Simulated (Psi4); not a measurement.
Input for Psi4: SAPT0/jun-cc-pV(D+d)Z on CH6N2Si (a complex), monomers drawn apart or pushed together.

```
memory 1800 MB

molecule dimer {
0 1
N     1.20011498   -0.04338340    0.93901748
N     0.82041372    0.05478646   -0.07873401
--
0 1
C    -0.07024917   -0.20636097    7.40595998
Si   -1.74106242    0.11166204    6.61676747
H     0.70810629   -0.27933200    6.64518500
H    -0.08022984   -1.13869575    7.97348536
H     0.19632203    0.60188365    8.08942069
H    -1.72594999    1.37895368    5.84605241
H    -2.79846924    0.21161545    7.65271861
H    -2.10298139   -0.98850110    5.68998864
units angstrom
symmetry c1
no_reorient
no_com
}

set {
  basis jun-cc-pV(D+d)Z
  scf_type df
  freeze_core true
}

energy('sapt0')
```

It printed:

```
[...]
==> Input File <==

--------------------------------------------------------------------------
memory 1800 MB

molecule dimer {
0 1
N     1.20011498   -0.04338340    0.93901748
N     0.82041372    0.05478646   -0.07873401
--
0 1
C    -0.07024917   -0.20636097    7.40595998
Si   -1.74106242    0.11166204    6.61676747
H     0.70810629   -0.27933200    6.64518500
H    -0.08022984   -1.13869575    7.97348536
H     0.19632203    0.60188365    8.08942069
H    -1.72594999    1.37895368    5.84605241
H    -2.79846924    0.21161545    7.65271861
H    -2.10298139   -0.98850110    5.68998864
units angstrom
symmetry c1
no_reorient
no_com
}

set {
  basis jun-cc-pV(D+d)Z
  scf_type df
  freeze_core true
}

energy('sapt0')
--------------------------------------------------------------------------


   => Loading Basis Set <=

    Name: JUN-CC-PV(D+D)Z
    Role: ORBITAL
    Keyword: BASIS
    atoms 1-2  entry N          line   222 file jun-cc-pv_dpd_z.gbs
    atoms 3    entry C          line   188 file jun-cc-pv_dpd_z.gbs
    atoms 4    entry SI         line   566 file jun-cc-pv_dpd_z.gbs
    atoms 5-10 entry H          line    60 file jun-cc-pv_dpd_z.gbs

   => Loading Basis Set <=

    Name: JUN-CC-PV(D+D)Z
    Role: ORBITAL
    Keyword: BASIS
    atoms 1-2  entry N          line   222 file jun-cc-pv_dpd_z.gbs
    atoms 3    entry C          line   188 file jun-cc-pv_dpd_z.gbs
    atoms 4    entry SI         line   566 file jun-cc-pv_dpd_z.gbs
    atoms 5-10 entry H          line    60 file jun-cc-pv_dpd_z.gbs


  //>>>>>>>>>>>>>>>>>>>>>>>>>>>>>>>>>>>//
  //              Dimer HF             //
  //<<<<<<<<<<<<<<<<<<<<<<<<<<<<<<<<<<<//

   => Libint2 <=

    Primary   basis highest AM E, G, H:  7, 6, 3
    Auxiliary basis highest AM E, G, H:  7, 7, 4
    Onebody   basis highest AM E, G, H:  -, -, -
    Solid Harmonics ordering:            Gaussian


   => Loading Basis Set <=

    Name: JUN-CC-PV(D+D)Z
    Role: ORBITAL
    Keyword: BASIS
    atoms 1-2  entry N          line   222 file jun-cc-pv_dpd_z.gbs
    atoms 3    entry C          line   188 file jun-cc-pv_dpd_z.gbs
    atoms 4    entry SI         line   566 file jun-cc-pv_dpd_z.gbs
    atoms 5-10 entry H          line    60 file jun-cc-pv_dpd_z.gbs


         ---------------------------------------------------------
                                   SCF
               by Justin Turney, Rob Parrish, Andy Simmonett
                          and Daniel G. A. Smith
                              RHF Reference
                        1 Threads,   1716 MiB Core
         ---------------------------------------------------------

  ==> Geometry <==

    Molecular point group: c1
    Full point group: C1

    Geometry (in Angstrom), charge = 0, multiplicity = 1:

       Center              X                  Y                   Z               Mass
    ------------   -----------------  -----------------  -----------------  -----------------
         N            1.200114980000    -0.043383400000     0.939017480000    14.003074004430
         N            0.820413720000     0.054786460000    -0.078734010000    14.003074004430
         C           -0.070249170000    -0.206360970000     7.405959980000    12.000000000000
         SI          -1.741062420000     0.111662040000     6.616767470000    27.976926534650
         H            0.708106290000    -0.279332000000     6.645185000000     1.007825032230
         H           -0.080229840000    -1.138695750000     7.973485360000     1.007825032230
         H            0.196322030000     0.601883650000     8.089420690000     1.007825032230
         H           -1.725949990000     1.378953680000     5.846052410000     1.007825032230
         H           -2.798469240000     0.211615450000     7.652718610000     1.007825032230
         H           -2.102981390000    -0.988501100000     5.689988640000     1.007825032230

  Running in c1 symmetry.

  Rotational constants: A =      0.21689  B =      0.00746  C =      0.00724 [cm^-1]
  Rotational constants: A =   6502.19633  B =    223.67623  C =    217.17567 [MHz]
  Nuclear repulsion =  114.692497648341757

  Charge       = 0
  Multiplicity = 1
  Electrons    = 40
  Nalpha       = 20
  Nbeta        = 20

  ==> Algorithm <==

  SCF Algorithm Type is DF.
  DIIS enabled.
  MOM disabled.
  Fractional occupation disabled.
  Guess Type is SAD.
  Energy threshold   = 1.00e-08
  Density threshold  = 1.00e-08
  Integral threshold = 1.00e-12

  ==> Primary Basis <==

  Basis Set: JUN-CC-PV(D+D)Z
    Blend: JUN-CC-PV(D+D)Z
    Number of shells: 53
    Number of basis functions: 111
    Number of Cartesian functions: 116
    Spherical Harmonics?: true
    Max angular momentum: 2

   => Loading Basis Set <=

    Name: (JUN-CC-PV(D+D)Z AUX)
    Role: JKFIT
    Keyword: DF_BASIS_SCF
    atoms 1-2  entry N          line   202 file jun-cc-pvdz-jkfit.gbs
    atoms 3    entry C          line   146 file jun-cc-pvdz-jkfit.gbs
    atoms 4    entry SI         line   506 file jun-cc-pvdz-jkfit.gbs

[...]
6    99A      3.469307   100A      3.515376
     101A      3.530807   102A      3.535265   103A      3.567807
     104A      4.090102   105A      4.097931   106A      4.285242
     107A      4.772458   108A      4.773745   109A      7.367021
     110A     24.974347   111A     25.566695

    Final Occupation by Irrep:
              A
    DOCC [    13 ]
    NA   [    13 ]
    NB   [    13 ]

  @DF-RHF Final Energy:  -330.29941047751794

   => Energetics <=

    Nuclear Repulsion Energy =             62.8395630978697071
    One-Electron Energy =                -580.3855906200510617
    Two-Electron Energy =                 187.2466170446634237
    Total Energy =                       -330.2994104775179380

Computation Completed


Properties will be evaluated at   0.000000,   0.000000,   0.000000 [a0]

Properties computed using the SCF density matrix


 Multipole Moments:

 ------------------------------------------------------------------------------------
     Multipole            Electronic (a.u.)      Nuclear  (a.u.)        Total (a.u.)
 ------------------------------------------------------------------------------------

 L = 1.  Multiply by 2.5417464519 to convert [e a0] to [Debye]
 Dipole X            :         58.0855907          -57.8248088            0.2607819
 Dipole Y            :         -0.2593355            0.2098100           -0.0495255
 Dipole Z            :       -338.0772772          338.1992867            0.1220095
 Magnitude           :                                                    0.2921409

 ------------------------------------------------------------------------------------

  Constructing Basis Sets for SAPT...

   => Loading Basis Set <=

    Name: (JUN-CC-PV(D+D)Z AUX)
    Role: RIFIT
    Keyword: DF_BASIS_SAPT
    atoms 1-2  entry N          line   144 file jun-cc-pvdz-ri.gbs
    atoms 3    entry C          line   100 file jun-cc-pvdz-ri.gbs
    atoms 4    entry SI         line   376 file jun-cc-pvdz-ri.gbs
    atoms 5-10 entry H          line    30 file jun-cc-pvdz-ri.gbs

   => Loading Basis Set <=

    Name: (JUN-CC-PV(D+D)Z AUX)
    Role: JKFIT
    Keyword: DF_BASIS_ELST
    atoms 1-2  entry N          line   202 file jun-cc-pvdz-jkfit.gbs
    atoms 3    entry C          line   146 file jun-cc-pvdz-jkfit.gbs
    atoms 4    entry SI         line   506 file jun-cc-pvdz-jkfit.gbs
    atoms 5-10 entry H          line    70 file jun-cc-pvdz-jkfit.gbs


  //>>>>>>>>>>>>>>>>>>>>>>>>>>>>>>>>>>>//
  //               SAPT0               //
  //<<<<<<<<<<<<<<<<<<<<<<<<<<<<<<<<<<<//



        SAPT0
    Ed Hohenstein
     6 June 2009

      Orbital Information
  --------------------------
    NSO        =       111
    NMO        =       111
    NRI        =       364
    NRI (Elst) =       496
    NOCC A     =         7
    NOCC B     =        13
    FOCC A     =         2
    FOCC B     =         6
    NVIR A     =       104
    NVIR B     =        98

    Elst10,r            =    -0.000032144332 [Eh]
    Exch10              =     0.000000083538 [Eh]
    Exch10 (S^2)        =     0.000000083537 [Eh]

    Maxiter = 50
    CPHF R converge = 1.000000E-08

    Iter     Energy [mEh]          dE [mEh]         Residual      Time [s]
       1      -0.00025790       0.000257903     2.604538e-04             0
       2      -0.00022728      -0.000030628     4.883076e-05             0
       3      -0.00025897       0.000031692     9.736317e-06             0
       4      -0.00025970       0.000000736     2.080179e-06             0
       5      -0.00025923      -0.000000470     4.412129e-07             0
       6      -0.00025929       0.000000052     1.271280e-07             0
       7      -0.00025929       0.000000007     4.707228e-08             0
       8      -0.00025929      -0.000000005     1.417264e-08             0
       9      -0.00025929       0.000000001     4.681436e-09             0

    CHF Iterations converged

    Maxiter = 50
    CPHF R converge = 1.000000E-08

    Iter     Energy [mEh]          dE [mEh]         Residual      Time [s]
       1      -0.00010647       0.000106470     6.106998e-05             0
       2      -0.00012876       0.000022288     2.322089e-05             0
       3      -0.00013323       0.000004472     4.467252e-06             0
       4      -0.00013300      -0.000000232     1.345357e-06             0
       5      -0.00013277      -0.000000225     2.135791e-07             0
       6      -0.00013280       0.000000029     4.250167e-08             0
       7      -0.00013280      -0.000000001     6.997496e-09             0

    CHF Iterations converged

    Ind20,r (A<-B)      =    -0.000000259289 [Eh]
    Ind20,r (B<-A)      =    -0.000000132800 [Eh]
    Ind20,r             =    -0.000000392089 [Eh]
    Exch-Ind20,r (A<-B) =     0.000000005604 [Eh]
    Exch-Ind20,r (B<-A) =     0.000000006917 [Eh]
    Exch-Ind20,r        =     0.000000012521 [Eh]
    Disp20              =    -0.000051606183 [Eh]
    Disp20 (SS)         =    -0.000025803091 [Eh]
    Disp20 (OS)         =    -0.000025803091 [Eh]
    Exch-Disp20         =     0.000000013937 [Eh]
    Exch-Disp20 (SS)    =     0.000000010478 [Eh]
    Exch-Disp20 (OS)    =     0.000000003459 [Eh]

    SAPT Results
  --------------------------------------------------------------------------------------------------------
    Electrostatics                 -0.03214433 [mEh]      -0.02017087 [kcal/mol]      -0.08439493 [kJ/mol]
      Elst10,r                     -0.03214433 [mEh]      -0.02017087 [kcal/mol]      -0.08439493 [kJ/mol]

    Exchange                        0.00008354 [mEh]       0.00005242 [kcal/mol]       0.00021933 [kJ/mol]
      Exch10                        0.00008354 [mEh]       0.00005242 [kcal/mol]       0.00021933 [kJ/mol]
      Exch10(S^2)                   0.00008354 [mEh]       0.00005242 [kcal/mol]       0.00021933 [kJ/mol]

    Induction                      -0.00039110 [mEh]      -0.00024542 [kcal/mol]      -0.00102682 [kJ/mol]
      Ind20,r                      -0.00039209 [mEh]      -0.00024604 [kcal/mol]      -0.00102943 [kJ/mol]
      Exch-Ind20,r                  0.00001252 [mEh]       0.00000786 [kcal/mol]       0.00003287 [kJ/mol]
      delta HF,r (2)               -0.00001153 [mEh]      -0.00000723 [kcal/mol]      -0.00003027 [kJ/mol]

    Dispersion                     -0.05159225 [mEh]      -0.03237462 [kcal/mol]      -0.13545542 [kJ/mol]
      Disp20                       -0.05160618 [mEh]      -0.03238337 [kcal/mol]      -0.13549201 [kJ/mol]
      Exch-Disp20                   0.00001394 [mEh]       0.00000875 [kcal/mol]       0.00003659 [kJ/mol]
      Disp20 (SS)                  -0.02580309 [mEh]      -0.01619168 [kcal/mol]      -0.06774601 [kJ/mol]
      Disp20 (OS)                  -0.02580309 [mEh]      -0.01619168 [kcal/mol]      -0.06774601 [kJ/mol]
      Exch-Disp20 (SS)              0.00001048 [mEh]       0.00000657 [kcal/mol]       0.00002751 [kJ/mol]
      Exch-Disp20 (OS)              0.00000346 [mEh]       0.00000217 [kcal/mol]       0.00000908 [kJ/mol]

  Total HF                         -0.03245189 [mEh]      -0.02036387 [kcal/mol]      -0.08520243 [kJ/mol]
  Total SAPT0                      -0.08404414 [mEh]      -0.05273849 [kcal/mol]      -0.22065785 [kJ/mol]

  Special recipe for scaled SAPT0 (see Manual):
    Electrostatics sSAPT0          -0.03214433 [mEh]      -0.02017087 [kcal/mol]      -0.08439493 [kJ/mol]
    Exchange sSAPT0                 0.00008354 [mEh]       0.00005242 [kcal/mol]       0.00021933 [kJ/mol]
    Induction sSAPT0               -0.00039110 [mEh]      -0.00024542 [kcal/mol]      -0.00102682 [kJ/mol]
    Dispersion sSAPT0              -0.05159225 [mEh]      -0.03237462 [kcal/mol]      -0.13545542 [kJ/mol]
  Total sSAPT0                     -0.08404414 [mEh]      -0.05273849 [kcal/mol]      -0.22065785 [kJ/mol]
  --------------------------------------------------------------------------------------------------------



*** Psi4 exiting successfully. Buy a developer a beer!
```

The run finished.

Cost: very roughly 9 core-seconds.
